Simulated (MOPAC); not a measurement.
MOPAC input (PM7):

```
PM7 1SCF GEO-OK AUX(PRECISION=9) THREADS=1
ClO2Ta

Ta    0.18903900 1    0.01764100 1    0.24473500 1
O     1.53795100 1   -0.80356100 1   -0.47784200 1
O    -0.63822600 1   -1.15055300 1    1.22810000 1
Cl   -1.23515500 1    0.84383100 1   -1.40398300 1
```

From the output:

```
                                                       MOPAC v23.2.5 Linux

          FINAL HEAT OF FORMATION =       -187.56046 KCAL/MOL =    -784.75297 KJ/MOL

          COSMO AREA              =        112.71 SQUARE ANGSTROMS
          COSMO VOLUME            =        102.24 CUBIC ANGSTROMS

          IONIZATION POTENTIAL    =         10.205006 EV
          HOMO LUMO ENERGIES (EV) =        -10.205 -1.081
          NO. OF FILLED LEVELS    =         12
          MOLECULAR WEIGHT        =        248.3997         POINT GROUP:  Cs

          MOLECULAR DIMENSIONS (Angstroms)

            Atom       Atom       Distance
           Cl     4    O     2     3.35585
            O     3   Cl     4     2.53523
            O     2   Ta     1     0.64274

          SCF CALCULATIONS        =          1

   ATOM   CHEMICAL          X               Y               Z
  NUMBER   SYMBOL      (ANGSTROMS)     (ANGSTROMS)     (ANGSTROMS)

     1      Ta          0.18903900  *   0.01764100  *   0.24473500  *
     2       O          1.53795100  *  -0.80356100  *  -0.47784200  *
     3       O         -0.63822600  *  -1.15055300  *   1.22810000  *
     4      Cl         -1.23515500  *   0.84383100  *  -1.40398300  *

                             CARTESIAN COORDINATES

   1   Ta        0.189039000     0.017641000     0.244735000
   2    O        1.537951000    -0.803561000    -0.477842000
   3    O       -0.638226000    -1.150553000     1.228100000
   4   Cl       -1.235155000     0.843831000    -1.403983000

           Empirical Formula: O2 Ta Cl  =     4 atoms

      MOLECULAR POINT GROUP   :   Cs

                  EIGENVALUES
 -27.85222 -26.12003 -24.78470 -15.01077 -14.48598 -13.90464 -13.12366 -11.63378
 -11.19828 -10.45638 -10.35409 -10.20501  -1.08067   0.77426   0.95553   1.37450
   2.99003   3.12341  24.71618  24.84521  24.96203  72.51730  72.51967  74.16554
  74.28712  74.78940

              NET ATOMIC CHARGES AND DIPOLE CONTRIBUTIONS

  ATOM NO.   TYPE          CHARGE      No. of ELECS.   s-Pop       p-Pop       d-Pop
    1         Ta           0.842683        4.1573     0.81713     0.02624     3.31395
    2          O          -0.318746        6.3187     1.80363     4.51511
    3          O          -0.318732        6.3187     1.80363     4.51510
    4         Cl          -0.205205        7.2052     1.96481     5.23706     0.00333
 DIPOLE           X         Y         Z       TOTAL
 POINT-CHG.     0.605     2.231     1.226     2.617
 HYBRID         0.232     0.506     0.399     0.685
 SUM            0.837     2.737     1.625     3.291

          ATOMIC ORBITAL ELECTRON POPULATIONS

     Atom    s        px        py        pz      x^2-y^2     xz        z^2       yz        xy
    1 Ta   0.81713   0.01104   0.00717   0.00803   0.73832   0.60450   0.73536   0.61302   0.62276
    2  O   1.80363   1.37797   1.61787   1.51927
    3  O   1.80363   1.55462   1.61084   1.34965
    4 Cl   1.96481   1.79064   1.67821   1.76820   0.00044   0.00106   0.00041   0.00078   0.00063

 **********************
 *                    *
 * JOB ENDED NORMALLY *
 *                    *
 **********************

 == MOPAC DONE ==
```

The geometry given is a B3LYP-D3(BJ)/def2-TZVP minimum.
